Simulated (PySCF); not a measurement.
This PySCF input asks for the NMR shieldings of [C5H7OS2]-; the geometry comes from GFN2-xTB.

```python
import basis_set_exchange as bse
import numpy as np
from pyscf import gto, dft
from pyscf.prop import nmr

atoms = """
C    -1.086298   -0.440880   -1.273790
C    -1.114081   -0.938109    0.158606
S    -2.654655   -1.435781    0.736397
C    -0.160434   -0.275279    1.191586
O     0.047894   -1.550346    0.639545
C     0.704857    0.815340    0.889343
C     1.695829    0.721836   -0.229975
S     0.593713    2.222602    1.764116
H    -1.278935    0.631452   -1.305165
H    -0.128832   -0.655676   -1.743867
H    -1.875336   -0.946358   -1.827386
H    -0.588889   -0.267494    2.191549
H     1.884274   -0.320889   -0.482730
H     2.626409    1.199539    0.074239
H     1.330071    1.248033   -1.113760
"""
names = dict.fromkeys(["C", "S", "O", "H"], "pcSseg-1")
basis = {el: gto.basis.parse(bse.get_basis(n, elements=[el], fmt="nwchem")) for el, n in names.items()}
mol = gto.M(atom=atoms, basis=basis, charge=-1, verbose=0)
mf = dft.RKS(mol, xc="PBE0")
mf.grids.level = 2
mf.grids.alignment = dft.numint.BLKSIZE   # the property module wants whole blocks of grid points
mf.conv_tol = 1e-9
mf.kernel()

calc = nmr.RKS(mf)   # GIAO
C = mf.mo_coeff
Co = C[:, mf.mo_occ > 0]
resp = mf.gen_response(singlet=True, hermi=2)
def vind(x):   # induced exchange potential for any number of trial vectors
    d = np.einsum("pi,xij,qj->xpq", C, 2 * x.reshape(-1, C.shape[1], Co.shape[1]), Co, optimize=True)
    return np.einsum("xpq,pi,qj->xij", resp(d - d.transpose(0, 2, 1)), C, Co, optimize=True).ravel()
mo1, _ = nmr.rhf.solve_mo1(calc, with_cphf=vind)
sigma = calc.kernel(mo1)
for i, s in enumerate(sigma):   # ppm
    print("%2d %-2s %9.2f" % (i, mol.atom_pure_symbol(i), np.trace(s) / 3))
```

Question: Give the expected output.

Answer: 
```
 0 C     151.71
 1 C      78.00
 2 S     263.38
 3 C      94.41
 4 O     115.66
 5 C     -54.44
 6 C     153.41
 7 S    -115.27
 8 H      29.67
 9 H      30.29
10 H      29.54
11 H      27.08
12 H      28.96
13 H      29.75
14 H      29.62
```

These numbers come from an equivalent density-fitted implementation of the same equations, which agrees with the script to about 0.01 ppm for H and up to a few tenths of a ppm for heavy atoms, so last digits may differ.

Size and cost of the density-fitted run: 185 basis functions, 50 s wall time on 1 thread of an Arm Neoverse N1, shared host.
